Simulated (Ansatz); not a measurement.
Several settings on one geometry of `FC(F)(F)Sc1ccc(Sc2ccc(Sc3ccc(C(F)(F)F)cc3)cc2)cc1` (that of the charge 0 singlet, PBE-D4/def2-SVP). Ansatz on 2 threads of AMD EPYC 7R13 on a shared host and a share (18 GiB) of an NVIDIA H100 80GB HBM3; times are rough.

Cartesian coordinates in Å:
```
F 5.526 2.078 1.466
C 6.425 2.374 0.503
F 7.415 3.099 1.049
F 5.787 3.134 -0.409
S 7.177 0.873 -0.240
C 5.678 0.135 -0.878
C 4.880 -0.676 -0.047
C 3.713 -1.262 -0.547
C 3.323 -1.027 -1.883
S 1.895 -1.795 -2.616
C 0.701 -1.805 -1.295
C -0.135 -2.931 -1.173
C -1.159 -2.948 -0.215
C -1.331 -1.857 0.656
S -2.567 -1.949 1.939
C -3.687 -0.631 1.518
C -4.589 -0.222 2.525
C -5.531 0.776 2.261
C -5.579 1.389 0.996
C -6.551 2.512 0.741
F -6.053 3.708 1.151
F -7.718 2.326 1.407
F -6.845 2.638 -0.576
C -4.682 0.981 -0.005
C -3.744 -0.026 0.246
C -0.478 -0.737 0.548
C 0.514 -0.699 -0.436
C 4.123 -0.216 -2.714
C 5.300 0.356 -2.215
H 5.187 -0.851 0.994
H 3.101 -1.907 0.100
H 0.016 -3.797 -1.835
H -1.825 -3.819 -0.130
H -4.547 -0.690 3.520
H -6.236 1.085 3.046
H -4.728 1.449 -1.000
H -3.058 -0.346 -0.550
H -0.609 0.115 1.231
H 1.159 0.187 -0.531
H 3.811 -0.023 -3.751
H 5.921 0.999 -2.855
```

Totals from different functionals, basis sets or treatments of relativity can't be compared as stabilities.

The 6-31G sets use Cartesian d functions. Correlated methods freeze 41 core orbitals.

The spins typed aren't always the lowest for that charge.

(1) Give the basis size and estimate the energy, ⟨S²⟩, dipole and time of these runs.

```tsv
run	method	charge	state	further keys
1	UKS B2PLYP/def2-mTZVPP	1	doublet	fitting: {mean_field: def2-universal-jkfit}; forces asked
2	UKS rPW86-PBE/STO-3G	0	triplet	final_grid: {core_spheres: 8, valence_spheres: 7, degree: 23}; forces asked
3	UKS B3LYP5/6-31G*	0	triplet	fitting: {mean_field: def2-universal-jkfit}; scf: {omitted_lower_state_checks: [starts]}; forces asked
4	UKS r2SCANh-D4/pcseg-2	0	triplet	fitting: {mean_field: def2-universal-jkfit}; scf: {omitted_lower_state_checks: [starts]}; forces asked
```

Results:

(1) 
| run | functions | energy (Eh) | ⟨S²⟩ | dipole (D) | wall time |
| --- | --- | --- | --- | --- | --- |
| 1 | 665 | -2561.6537 | 0.80 | – | 97 s |
| 2 | 169 | -2535.0491 | 2.00 | 1.34 | 30 s |
| 3 | 471 | -2561.9624 | 2.01 | 2.56 | 14 s |
| 4 | 1050 | -2562.6518 | 2.02 | 3.17 | 50 s |
